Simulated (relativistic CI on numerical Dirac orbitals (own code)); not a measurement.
# Radial parameters of La29+

These numbers are calculated, not measured: Dirac-Coulomb-Breit CI, KLI orbitals optimised for each configuration, a model potential for QED, unscaled Slater integrals (own radial code, finite nucleus).

Slater integrals F^k, G^k are unscaled and averaged over j, outside the closed core [Ne]; ζ comes from projecting the Hamiltonian with its Breit term on Σ l·s of the shell.

- 3s2 3p6 3d9 4s: ζ(3d) = 57474, G^2(3d,4s) = 40816 cm⁻¹; <r>(3d) = 0.2492, <r^2>(3d) = 0.07263, <r>(4s) = 0.5669, <r^2>(4s) = 0.3608 (bohr units).
- 3s2 3p6 3d9 4p: ζ(3d) = 57489, F^2(3d,4p) = 123760, G^1(3d,4p) = 40350, G^3(3d,4p) = 40657, ζ(4p) = 138220 cm⁻¹; <r>(3d) = 0.2492, <r^2>(3d) = 0.07265, <r>(4p) = 0.5786, <r^2>(4p) = 0.3782 (bohr units).
- 3s2 3p6 3d9 4d: ζ(3d) = 57460, F^2(3d,4d) = 128540, F^4(3d,4d) = 64769, G^0(3d,4d) = 41564, G^2(3d,4d) = 52508, G^4(3d,4d) = 41317, ζ(4d) = 16883 cm⁻¹; <r>(3d) = 0.2493, <r^2>(3d) = 0.0727, <r>(4d) = 0.5798, <r^2>(4d) = 0.384 (bohr units).

Averages of the first 10 configurations, taken without configuration mixing, which lowers the lowest level and can move excited configurations by several eV; other configurations of the list can lie among them:

```json
{"Configuration": "3s2 3p6 3d10", "Parity": "even", "States": "1", "Average energy above the lowest level (eV)": "0.1"}
{"Configuration": "3s2 3p6 3d9 4s", "Parity": "even", "States": "20", "Average energy above the lowest level (eV)": "718.5"}
{"Configuration": "3s2 3p6 3d9 4p", "Parity": "odd", "States": "60", "Average energy above the lowest level (eV)": "795.0"}
{"Configuration": "3s2 3p6 3d9 4d", "Parity": "even", "States": "100", "Average energy above the lowest level (eV)": "901.7"}
{"Configuration": "3s2 3p6 3d9 4f", "Parity": "odd", "States": "140", "Average energy above the lowest level (eV)": "1004.9"}
{"Configuration": "3s2 3p5 3d10 4s", "Parity": "odd", "States": "12", "Average energy above the lowest level (eV)": "1023.7"}
{"Configuration": "3s2 3p6 3d8 4s2", "Parity": "even", "States": "45", "Average energy above the lowest level (eV)": "1464.3"}
{"Configuration": "3s2 3p5 3d10 4p", "Parity": "even", "States": "36", "Average energy above the lowest level (eV)": "1100.3"}
{"Configuration": "3s2 3p6 3d8 4s 4p", "Parity": "odd", "States": "540", "Average energy above the lowest level (eV)": "1536.1"}
{"Configuration": "3s2 3p6 3d9 5s", "Parity": "even", "States": "20", "Average energy above the lowest level (eV)": "1165.0"}
```
